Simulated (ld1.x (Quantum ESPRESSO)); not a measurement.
**What one change does to a pseudopotential (phosphorus, ultrasoft)**

ld1.x (Quantum ESPRESSO) 7.5 input, shortened:

```
&input
   title='P', zed=15., rel=1, dft='PZ', iswitch=3,
   config='[Ne] 3s2 3p2.5 3d-2'
 /
 &inputp
   pseudotype=3, tm=.true., lloc=-1, rcloc=1.15,
   nlcc=.false.,
   which_augfun='PSQ', rmatch_augfun_nc=.true.
 /
6
3S  1  0   2.00   0.00  1.15  1.50  0.0
3S  1  0   0.00   3.75  1.15  1.50  0.0
3P  2  1   2.50   0.00  1.45  1.55  0.0
3P  2  1   0.00   2.00  1.45  1.55  0.0
3D  3  2  -2.00  -0.05  1.45  1.65  0.0
3D  3  2  -2.00   2.45  1.45  1.65  0.0
 &test
   configts(1)='3s2 3p2.5'
 /
```

Change: waves 3s (bound): rcut 1.15, rcutus 1.30 bohr; 3s channel at 3.75 Ry: rcut 1.15, rcutus 1.30 bohr.

Cutoffs: the cutoffs (Ry, on a coarse ladder) from which the occupation-weighted sum of valence levels, in a spherical-Bessel basis at the reference potential, stays within 10 and 1 mRy of its value at 400 Ry; they do not see the model core or the augmentation charge, which bear on the density cutoff. Errors are all-electron minus pseudo energies relative to the spin-unpolarised reference configuration.

Predict the effect on cutoff, ghosts and configuration errors.

The potential gets harder (15 Ry and 25 Ry → 21 Ry and 35 Ry); the number of tests that count goes from 9 to 7; of the 7 tests that both files solve, the error grows in 2 and shrinks in 0 by more than 15 % and 0.3 meV (median size 8.6 → 11.2 meV); neither file shows a bound ghost at the reference potential, the only one tested. A smaller radius makes the pseudo-wave follow the all-electron one further in, where it bends more sharply, so more plane waves are needed.

```csv
quantity,base,changed
"cutoff, loose",15 Ry,21 Ry
"cutoff, tight",25 Ry,35 Ry
loose cutoff by channel (10 mRy a level),"s 12 Ry, p 8 Ry","s 18 Ry, p 8 Ry"
bound ghosts,none,none
"tests counted (converged, no solver errors)",9 of 9,7 of 9
"error for 3s2 3p3, meV [ΔE -3.82 eV]",+0.5,+0.7
"error for 3s2 3p2, meV [ΔE 6.00 eV]",+0.4,+0.7
"error for 3s2 3p1, meV [ΔE 25.25 eV]",+14,+19
"error for 3s1 3p4, meV [ΔE 4.67 eV]",+8.6,+11
"error for 3s2 3p3.3, meV [ΔE -5.16 eV]",+0.9,+1.1
"error for 3s2 3p2.5 (spin-polarised), meV [ΔE -1.18 eV]",+104,+105
"error for 3s2 3p3 (spin-polarised), meV [ΔE -5.33 eV]",+122,+123
s: phases at 1.80 bohr within 0.05 rad from the reference energy up to (Ry; the scan ends near 5),to the end of the scan,n/a
p: phases at 1.80 bohr within 0.05 rad from the reference energy up to (Ry; the scan ends near 5),to the end of the scan,to the end of the scan
d: phases at 1.80 bohr within 0.05 rad from the reference energy up to (Ry; the scan ends near 5),to the end of the scan,to the end of the scan
lowest overlap eigenvalue by channel,"s 0.48, p 0.71, d 0.97","s 0.56, p 0.71, d 0.97"
```

Changed file: Tests not counted: 3s2 3p0 (solver errors, printed error -17.8 eV); 3s1 3p0 (solver errors, printed error +5.5 eV).
